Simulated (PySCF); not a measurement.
This script is equivalent to a calculation on Cu⁺ (copper, charge +1).

```python
from pyscf import gto, scf, dft, mp, cc
import basis_set_exchange as bse
mol = gto.M(atom="Cu 0 0 0", charge=1, spin=0, symmetry="D2h",
            basis=gto.basis.parse(bse.get_basis("Sapporo-DKH3-DZP-2012", elements=["Cu"], fmt="nwchem", header=False)),
            nucmod="G")
mf = dft.UKS(mol, xc="M06L").sfx2c1e()
mf.irrep_nelec = {'Ag': (5, 5), 'B1g': (1, 1), 'B2g': (1, 1), 'B3g': (1, 1), 'B1u': (2, 2), 'B2u': (2, 2), 'B3u': (2, 2)}
mf.kernel()
```

**Question.** What total energy does it give?

**Answer.** -1654.366 hartree (calculated).

**Question.** Which occupied shell lies highest, and where?

**Answer.** 3d, at -13.335 eV.
